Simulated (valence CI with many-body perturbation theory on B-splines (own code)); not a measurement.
The numbers below are computed, except where a source is named.
Ti XVI: what each term of the Hamiltonian does

Level of theory: valence CI with perturbative core correlation (CI+MBPT): five valence electrons over a frozen Dirac-Fock core [He], a basis of 9 s, 9 p, 8 d, 6 f, 3 g, 1 h functions for each j, with the one-electron correlation potential Σ1, the two-electron term Σ2, the three-electron term Σ3, Breit, model QED; selected CI, second order for the rest (own B-spline code, finite nucleus).

No measured levels were compared; by estimate levels of excited configurations hold to 0.05 to 0.15 % of their energy, terms of the ground configuration to about 0.5 %. Among the levels kept, up to 1900 cm⁻¹ of a level comes from second order outside the variational space, and about a tenth of that is noise between levels of different J, which matters for small intervals.

Each rung adds one term. CI alone is the Dirac-Coulomb CI over the frozen core; QED comes last and gives the full result, which names the levels. Energies are above 2s2 2p3 4S°_3/2 on the same rung, in × 10³ cm⁻¹.

| Level | CI alone |
| --- | --- |
| 2s2 2p3 2D°_3/2 | 115.37 |
| 2s2 2p3 2D°_5/2 | 132.44 |
| 2s2 2p3 2P°_1/2 | 197.54 |
| 2s2 2p3 2P°_3/2 | 220.54 |
| 2s 2p4 4P_5/2 | 592.86 |
| 2s 2p4 4P_3/2 | 624.18 |
| 2s 2p4 4P_1/2 | 637.70 |
| 2s 2p4 2D_3/2 | 818.06 |
| 2s 2p4 2D_5/2 | 823.07 |
| 2s 2p4 2S_1/2 | 943.86 |
| 2s 2p4 2P_3/2 | 984.35 |
| 2s 2p4 2P_1/2 | 1028.6 |
| 2p5 2P°_3/2 | 1547.5 |
| 2p5 2P°_1/2 | 1599.1 |
| 2s2 2p2 3s 4P_1/2 | 4774.6 |
| 2s2 2p2 3s 4P_3/2 | 4801.5 |

(1) What do these energies become with core correlation, Breit and QED?

(2) How does the ionisation energy move along the ladder, and which term matters most?

Results:

(1) 2s2 2p3 2D°_3/2 116.37 (+1.00); 2s2 2p3 2D°_5/2 131.02 (-1.42); 2s2 2p3 2P°_1/2 198.11 (+0.57); 2s2 2p3 2P°_3/2 219.66 (-0.88); 2s 2p4 4P_5/2 589.31 (-3.55); 2s 2p4 4P_3/2 620.71 (-3.47); 2s 2p4 4P_1/2 633.94 (-3.76); 2s 2p4 2D_3/2 813.70 (-4.36); 2s 2p4 2D_5/2 817.80 (-5.26); 2s 2p4 2S_1/2 940.72 (-3.15); 2s 2p4 2P_3/2 977.45 (-6.90); 2s 2p4 2P_1/2 1021.4 (-7.19); 2p5 2P°_3/2 1538.5 (-8.99); 2p5 2P°_1/2 1588.7 (-10.45); 2s2 2p2 3s 4P_1/2 4775.7 (+1.19); 2s2 2p2 3s 4P_3/2 4801.6 (+0.11).

(2) CI alone 1041.8, + Σ1 1042.1, + Σ2 1042.1, + Σ3 1042.0, + Breit 1041.9, + QED 1041.9 eV. The largest step is Σ1, 0.3 eV. NIST lists 1042.5 ± 0.8 eV (semi-empirical).
